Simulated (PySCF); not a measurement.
A structure optimised at PBE0-D3(BJ)/def2-SVP (Å):
```
atom  x, y, z in Å
F1    -2.730   -2.118    0.014
C2    -2.129   -0.989    0.375
F3    -2.849    0.045   -0.107
O4    -0.885   -0.997   -0.168
C5    -0.030    0.004    0.282
C6     1.389   -0.159   -0.245
C7     1.723    1.308   -0.537
Se8   -0.185    1.817   -0.538
H9    -2.112   -0.906    1.479
H10   -0.097    0.098    1.380
H11    1.327   -0.735   -1.180
H12    2.077   -0.682    0.438
H13    2.262    1.812    0.277
H14    2.235    1.500   -1.489
```

Charge 0, singlet.

Problem. Read off the bonds between heavy atoms and their formal orders.

Solution. F1–C2 1.33 Å (single); C2–F3 1.35 Å (single); C2–O4 1.36 Å (single); O4–C5 1.39 Å (single); C5–C6 1.52 Å (single); C6–C7 1.53 Å (single); C7–Se8 1.97 Å (single); C5–Se8 2.00 Å (single). Bonds to hydrogen (Å): C2–H9 1.11; C5–H10 1.10; C6–H11 1.10; C6–H12 1.10; C7–H13 1.10; C7–H14 1.10.

Problem. Give the structure as a SMILES string.

Solution. `FC(F)O[C@H]1CC[Se]1`, C4H6F2OSe. Among its features: ether, C–F bond and selenium bound to carbon.

Problem. What is the point group of this geometry?

Solution. C1 (no symmetry element, even within 0.4 Å).

Problem. Which rings does it hold (smallest set)?

Solution. C5–C6–C7–Se8 (4 members, 0.12 Å rms from planarity).

Problem. Classify the heavy atoms.

Solution. F1: fluorine of a CF2 group; C2: CHF2 carbon; F3: fluorine of a CF2 group; O4: ether oxygen; C5: sp3 carbon bound to oxygen; C6: four-membered-ring carbon; C7: sp3 carbon bound to selenium; Se8: selenium bonded to 2 C.

Problem. What is the arrangement about C2?

Solution. It has 4 neighbours (F1, F3, O4, H9) and is tetrahedral (angles from 107.5° to 112.7°).

Problem. What is the arrangement about C5?

Solution. It has 4 neighbours (O4, C6, Se8, H10) and has angles from 91.6° to 118.2°.

The numbers are calculated, not measured.
